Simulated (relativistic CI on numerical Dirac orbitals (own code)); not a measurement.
# Transition arrays of Dy²³⁺

Method of calculation: Dirac-Coulomb-Breit CI, separate exchange-only KLI orbitals for each configuration, model QED (radiative potential, 1s self-energy scaled to tabulated hydrogen-like ionisation energies), valence Slater integrals scaled by 0.9, whole transition arrays (own radial code, finite nucleus).

CI space (outside the closed core [Ar] 3d10 4s2): 4p⁶4d⁷, 4p⁶4d⁶4f, 4p⁵4d⁸, 4p⁶4d⁶5p, 4p⁶4d⁶5f. Levels of other configurations are missing.

All E1 lines from the levels of 4p⁶4d⁷; mean and standard deviation are weighted by gf, and upper levels are sorted by their leading configuration.

```
Upper configuration  Lines    Σgf  Mean (eV)  Mean (nm)  σ (eV)  Strongest line (nm)
           4p⁶4d⁶4f   2961  703.7     193.89      6.395    6.93                6.338
             4p⁵4d⁸    330   92.3     198.22      6.255   17.51                6.148
           4p⁶4d⁶5p   1718   82.6     294.34      4.212    5.14                4.207
           4p⁶4d⁶5f   2825  151.2     421.72      2.940    5.00                2.900
```

Σgf per state of the lower configuration in bins of 0.1 nm over the central range (centre: value): 2.85: 0.17, 2.95: 1.07, 4.05: 0.04, 4.15: 0.24, 4.25: 0.33, 4.35: 0.06, 5.85: 0.03, 5.95: 0.15, 6.05: 0.36, 6.15: 0.58, 6.25: 0.53, 6.35: 2.94, 6.45: 1.52, 6.55: 0.21.

(1) How do configuration mixing and the scaling of the Slater integrals move the arrays?

Answers

(1) Slater scale 0.9, no configuration mixing: 4p⁶4d⁶4f 188.5 ± 7.4 eV (Σgf 582.1), 4p⁵4d⁸ 168.0 ± 19.1 eV (Σgf 158.7), 4p⁶4d⁶5p 294.6 ± 5.1 eV (Σgf 94.9), 4p⁶4d⁶5f 421.7 ± 5.0 eV (Σgf 157.0); Slater scale 1: 4p⁶4d⁶4f 197.5 ± 7.0 eV (Σgf 727.2), 4p⁵4d⁸ 201.7 ± 18.5 eV (Σgf 84.5), 4p⁶4d⁶5p 294.4 ± 5.4 eV (Σgf 80.9), 4p⁶4d⁶5f 421.8 ± 5.2 eV (Σgf 151.2); Slater scale 0.8: 4p⁶4d⁶4f 190.0 ± 6.7 eV (Σgf 652.3), 4p⁵4d⁸ 195.1 ± 15.2 eV (Σgf 128.1), 4p⁶4d⁶5p 294.3 ± 4.9 eV (Σgf 84.1), 4p⁶4d⁶5f 421.6 ± 4.8 eV (Σgf 151.2). With mixing, levels are counted to their leading configuration, so an array can shrink or vanish into another, and the sums then hold other lines.
